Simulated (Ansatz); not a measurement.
Ansatz (a first-principles code) input (RI-MP2/def2-QZVPPD):
A basis named .json is the Basis Set Exchange file of that set.

Ansatz 0.2 input:
```yaml
crystal:
  periodic: [false, false, false]
  atoms:
    - {symbol: Cu, position_ang: [-0.00000000, -0.00000000, -0.41954120]}
    - {symbol: F, position_ang: [0.00000000, 0.00000000, 1.35185499]}
basis:
  gaussian:
    orbitals: def2-QZVPPD.json
    fitting: {mean_field: def2-universal-jkfit, correlation: def2-QZVPPD-RIFIT.json}
magnetization: {spin_polarized: true, initial_magnetization: 2}
correlation: {method: mp2, electrons: outside_noble_gas}
```

Output:

```
Functional definition: HF
integrals: 0.10 GiB planned
341 factors; integrals over basis functions are off by at most 1.4e0 eV
473 factors; integrals over basis functions are off by at most 7.1e-1 eV
mean field: 0.39 GiB planned
mean field evaluation 1: about -47303.2193 eV, gradient 2.3e1 eV
mean field evaluation 2: about -47304.9189 eV, gradient 1.9e1 eV
mean field evaluation 4: about -47306.2099 eV, gradient 3.8e0 eV
mean field evaluation 8: about -47306.4245 eV, gradient 2.5e-3 eV
mean field evaluation 16: about -47306.2708 eV, gradient 4.6e-1 eV
mean field evaluation 32: about -47306.0466 eV, gradient 1.2e0 eV
mean field -47306.42448054 eV, -1738.4790342138 hartree, gradient 1.9e-6 eV, S^2 2.002834; 7 other end points of the search recorded, 0 dependent functions left out
10 core orbitals not correlated
reference -47306.42448054 eV, -1738.4790342138 hartree; 10, 8 occupied and 146, 148 virtual orbitals, 473 factors
second order -18.82899178 eV of doubles, -0.00000000 eV of singles
Total energy: -47325.25347232 eV, -1739.1709868989 hartree
```

This state (charge 0, triplet) is run at the relaxed geometry of the species with charge 0 and multiplicity 1, and is a spin state other than that species' own.
